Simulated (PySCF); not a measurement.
**Energy profile**

The step: CH₅ClSi ([CH3][SiH2][Cl]) + H₂ → CH₆Si ([CH3][SiH3]) + HCl; bonds formed: Si1–H7, Cl2–H6; bonds broken: Si1–Cl2, H6–H7 (atoms numbered as in the saddle structure below).

```
atom    x (Å)    y (Å)    z (Å)
 Si1  -0.1789  -0.6002   0.3153
 Cl2   2.0125  -0.5480  -0.9588
  H3  -0.3057  -1.9705  -0.2117
  H4  -0.9674  -0.6087   1.5924
  C5  -0.7262   0.9097  -0.6047
  H6   1.5759  -0.4387   0.7327
  H7   1.0798  -0.4116   1.4694
  H8  -0.1709   1.7785  -0.2434
  H9  -1.7901   1.0817  -0.4206
 H10  -0.5289   0.8076  -1.6706
```

Electronic energies by CCSD(T) at an estimated basis limit (MP2 extrapolated from triple and quadruple zeta, plus CCSD(T) − MP2 in triple zeta), on PBE0-D4/def2-TZVP structures; CH7ClSi, closed shell; no counterpoise correction. PySCF 2.14 with density fitting (its default auxiliary sets; JK sets also for MP2 and CCSD(T)); basis: def2-TZVPP and def2-QZVPP; cores frozen in the correlated methods. Extrapolation: Hartree–Fock as exp(−7.88 √X), correlation as X^−2.97.

Give the profile in kcal/mol, counted from the separated reactants. (To be estimated.)

The calculation gives:
```
                                                                                                            point  kcal/mol
separated: CH5ClSi (linked as [CH3][SiH2][Cl]; Si1, Cl2, H3, H4, C5, H8, H9, H10; singlet) + H2 (H6, H7; singlet)      0.00
                                                                                                  start structure     -0.56
                                                                                                           saddle     54.19
                                                                                                    end structure     18.15
     separated: CH6Si (linked as [CH3][SiH3]; Si1, H3, H4, C5, H7, H8, H9, H10; singlet) + HCl (Cl2, H6; singlet)     19.84
```

No T1 diagnostic of these runs exceeds 0.011.

For scale, one of the runs: CCSD(T)/def2-TZVPP, 213 basis functions, launched by `OMP_NUM_THREADS=4 python run.py`. Time: 6.6 min of wall clock on 4 CPU threads of an Arm Neoverse V2; the host was shared. Peak host memory: 2.7 GiB.
